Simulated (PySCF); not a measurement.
Compound: 3-methanesulfonylphenol, C7H8O3S.
Numbering: `[CH3:1][S:2](=[O:3])(=[O:4])[c:5]1[cH:6][cH:7][cH:8][c:9]([OH:10])[cH:11]1` (hydrogens: H12, H13, H14 on C1; H15 on C6; H16 on C7; H17 on C8; H18 on O10; H19 on C11)

Computed by this run: PySCF 2.14.0, PBE0-D3(BJ)/def2-SVP geometry optimisation, gas phase; density fitting, grid level 2; the optimiser is geomeTRIC in internal coordinates, started from a GFN2-xTB structure.

Step 0: E = -24332.1545 eV
```
atom  x, y, z in Å  |  force x, y, z in eV/Å
C1      2.8934   -0.0744    0.2410   -0.715   0.177  -0.692
S2      1.9252    0.3513   -1.2389    0.075  -0.396   1.231
O3      2.2737   -0.5720   -2.2829    0.210  -1.337  -0.909
O4      2.0853    1.7586   -1.4911   -0.016   1.611   0.100
C5      0.2373    0.0479   -0.7139    0.549   0.042  -0.021
C6     -0.2808   -1.2287   -0.7774    0.048  -0.223  -0.130
C7     -1.5775   -1.4427   -0.3334    0.120   0.144   0.025
C8     -2.3282   -0.3940    0.1630   -0.023   0.189   0.033
C9     -1.7956    0.8943    0.2153   -0.185   0.491   0.196
O10    -2.5699    1.8918    0.7010    0.087  -0.204  -0.092
C11    -0.4938    1.1105   -0.2255   -0.146   0.192   0.044
H12     2.7074   -1.1145    0.4730   -0.083  -0.531   0.154
H13     3.9391    0.0826    0.0079    0.484   0.135  -0.290
H14     2.5808    0.5742    1.0485   -0.157   0.314   0.422
H15     0.3207   -2.0223   -1.1889    0.251  -0.440  -0.205
H16    -2.0067   -2.4318   -0.3759   -0.191  -0.446  -0.028
H17    -3.3376   -0.5451    0.5107   -0.474  -0.066   0.162
H18    -2.0986    2.7330    0.6540    0.002  -0.143  -0.021
H19    -0.0434    2.0924   -0.2187    0.164   0.491   0.023
```

Step 1: E = -24332.2642 eV
```
atom  x, y, z in Å  |  force x, y, z in eV/Å
C1      2.8775   -0.0737    0.2284    0.168  -0.007   0.062
S2      1.9327    0.3464   -1.2238   -0.063   0.060  -0.177
O3      2.2649   -0.6276   -2.2649   -0.023   0.173   0.172
O4      2.0849    1.7872   -1.4468    0.016  -0.243   0.028
C5      0.2529    0.0501   -0.7016   -0.057  -0.010  -0.035
C6     -0.2693   -1.2362   -0.7867    0.059  -0.020   0.000
C7     -1.5724   -1.4418   -0.3352   -0.055  -0.071  -0.003
C8     -2.3283   -0.3886    0.1655   -0.038  -0.007   0.022
C9     -1.7938    0.9056    0.2179   -0.034  -0.075  -0.027
O10    -2.5813    1.8876    0.6894    0.007   0.055   0.015
C11    -0.4865    1.1265   -0.2206    0.053   0.063   0.019
H12     2.7140   -1.1300    0.4810   -0.001   0.040  -0.043
H13     3.9280    0.0985   -0.0523   -0.058  -0.013   0.033
H14     2.5860    0.5844    1.0580    0.004  -0.006  -0.058
H15     0.3308   -2.0445   -1.2096   -0.010   0.021   0.007
H16    -2.0123   -2.4420   -0.3834    0.017   0.043  -0.001
H17    -3.3512   -0.5412    0.5176    0.029   0.006  -0.018
H18    -2.1096    2.7265    0.6472   -0.007   0.015   0.009
H19    -0.0359    2.1241   -0.2124   -0.006  -0.027  -0.004
```

Task: Estimate the geometry and energy of step 2. (The exact step hangs on the optimiser's Hessian estimate; all steps are aligned on step 1, rigid shifts and turns removed.)

Result: E = -24332.2667 eV, largest force 0.123 eV/Å
```
atom  x, y, z in Å  |  force x, y, z in eV/Å
C1      2.8985   -0.0670    0.2250    0.002  -0.011   0.035
S2      1.9283    0.3423   -1.2162    0.072   0.033  -0.093
O3      2.2618   -0.6294   -2.2556   -0.042   0.040   0.056
O4      2.0805    1.7797   -1.4447   -0.034  -0.072   0.015
C5      0.2482    0.0439   -0.6913    0.000  -0.003   0.017
C6     -0.2750   -1.2419   -0.7780    0.008  -0.009  -0.015
C7     -1.5840   -1.4450   -0.3394    0.016   0.022  -0.005
C8     -2.3401   -0.3886    0.1557   -0.041   0.033   0.024
C9     -1.8023    0.9043    0.2168    0.043  -0.001  -0.017
O10    -2.5834    1.8937    0.6866   -0.027  -0.028   0.005
C11    -0.4899    1.1215   -0.2110    0.020   0.006  -0.003
H12     2.7422   -1.1225    0.4793    0.001  -0.003   0.000
H13     3.9434    0.1096   -0.0666   -0.017   0.005  -0.016
H14     2.6116    0.5936    1.0524    0.001   0.002   0.001
H15     0.3258   -2.0496   -1.1991    0.002  -0.001   0.001
H16    -2.0268   -2.4421   -0.3947    0.000   0.003   0.002
H17    -3.3666   -0.5377    0.4957   -0.005  -0.002  -0.002
H18    -2.1052    2.7296    0.6524    0.004  -0.013  -0.003
H19    -0.0362    2.1168   -0.1998   -0.001   0.000  -0.002
```

The energy changes by -0.0025 eV. The first-order estimate −F·Δx gives -0.0055 eV and the mean of the old and new forces, exact on a quadratic surface, -0.0025 eV. The step makes an angle of 81° with the force vector and moves no atom by more than 0.029 Å.

The cost below is that of the whole optimisation. Time: 2.2 min wall; peak memory 0.98 GiB. Hardware: one thread, Arm Neoverse V2 (aarch64), no GPU (shared host).
